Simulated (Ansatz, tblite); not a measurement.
Spin states of the cluster CuCl₂, each relaxed with PBE0-D4/def2-TZVP in Ansatz. Electronic energies in the gas phase.

The xTB rows come from tblite. B3LYP takes the VWN-RPA correlation. Correlated methods freeze 19 core orbitals. HOMO above LUMO, or a gap near zero within one spin, warns that the state may not be the lowest or that an electron is smeared out. In the quartet, Cl2 and Cl3 lie 2.56 Å apart (atoms count from 1), so these atoms are partly bonded to each other. The structure comes from a short search, and lower isomers may exist.

Doublet geometry (D∞h within 0.1 Å):

```csv
atom,x (Å),y (Å),z (Å)
Cu1,0.000,0.000,0.000
Cl2,-0.765,0.330,-1.883
Cl3,0.765,-0.330,1.883
```

Quartet geometry:

Cartesian coordinates in Å:
```
Cu -0.408 -1.155 0.365
Cl -0.826 1.113 0.359
Cl 1.234 0.042 -0.724
```

Only these spin states were relaxed.

(1) Estimate which spin state lies lowest at each of these levels, and by how much: GFN1-xTB; GFN2-xTB; HF/def2-TZVP; HF/def2-TZVPP; PBE-D4/def2-TZVP; BLYP-D4/def2-TZVP; r2SCAN-D4/def2-TZVP; B3LYP-D4/def2-TZVP; PBE0-D4/def2-TZVP; r2SCAN0-D4/def2-TZVP; B2PLYP/def2-TZVP; PBE-QIDH/def2-TZVP; RPA@PBE/def2-TZVP; MP2/def2-TZVP; MP2/def2-TZVPP; CCSD/def2-TZVPP; CCSD(T)/def2-TZVPP.

Answers

(1) 
```json
{"level": "GFN1-xTB", "quartet − doublet (kcal/mol)": "123.6", "lowest of these": "doublet", "remarks": "–"}
{"level": "GFN2-xTB", "quartet − doublet (kcal/mol)": "139.5", "lowest of these": "doublet", "remarks": "–"}
{"level": "HF/def2-TZVP", "quartet − doublet (kcal/mol)": "81.9", "lowest of these": "doublet", "remarks": "–"}
{"level": "HF/def2-TZVPP", "quartet − doublet (kcal/mol)": "81.7", "lowest of these": "doublet", "remarks": "–"}
{"level": "PBE-D4/def2-TZVP", "quartet − doublet (kcal/mol)": "90.4", "lowest of these": "doublet", "remarks": "gap within one spin near zero (doublet)"}
{"level": "BLYP-D4/def2-TZVP", "quartet − doublet (kcal/mol)": "89.0", "lowest of these": "doublet", "remarks": "gap within one spin near zero (doublet)"}
{"level": "r2SCAN-D4/def2-TZVP", "quartet − doublet (kcal/mol)": "90.0", "lowest of these": "doublet", "remarks": "–"}
{"level": "B3LYP-D4/def2-TZVP", "quartet − doublet (kcal/mol)": "88.4", "lowest of these": "doublet", "remarks": "–"}
{"level": "PBE0-D4/def2-TZVP", "quartet − doublet (kcal/mol)": "87.9", "lowest of these": "doublet", "remarks": "–"}
{"level": "r2SCAN0-D4/def2-TZVP", "quartet − doublet (kcal/mol)": "85.9", "lowest of these": "doublet", "remarks": "–"}
{"level": "B2PLYP/def2-TZVP", "quartet − doublet (kcal/mol)": "86.5", "lowest of these": "doublet", "remarks": "–"}
{"level": "PBE-QIDH/def2-TZVP", "quartet − doublet (kcal/mol)": "90.6", "lowest of these": "doublet", "remarks": "–"}
{"level": "RPA@PBE/def2-TZVP", "quartet − doublet (kcal/mol)": "90.2", "lowest of these": "doublet", "remarks": "–"}
{"level": "MP2/def2-TZVP", "quartet − doublet (kcal/mol)": "92.6", "lowest of these": "doublet", "remarks": "–"}
{"level": "MP2/def2-TZVPP", "quartet − doublet (kcal/mol)": "93.0", "lowest of these": "doublet", "remarks": "–"}
{"level": "CCSD/def2-TZVPP", "quartet − doublet (kcal/mol)": "90.6", "lowest of these": "doublet", "remarks": "–"}
{"level": "CCSD(T)/def2-TZVPP", "quartet − doublet (kcal/mol)": "89.4", "lowest of these": "doublet", "remarks": "–"}
```

Change of the quartet − doublet gap on mixing in exact exchange, in kcal/mol: PBE to PBE0 (25 % exact exchange) -2.5; BLYP to B3LYP (20 % exact exchange) -0.7; r2SCAN to r2SCAN0 (25 % exact exchange) -4.1. The xTB methods have no term that favours high spin, so they put low spin too low.
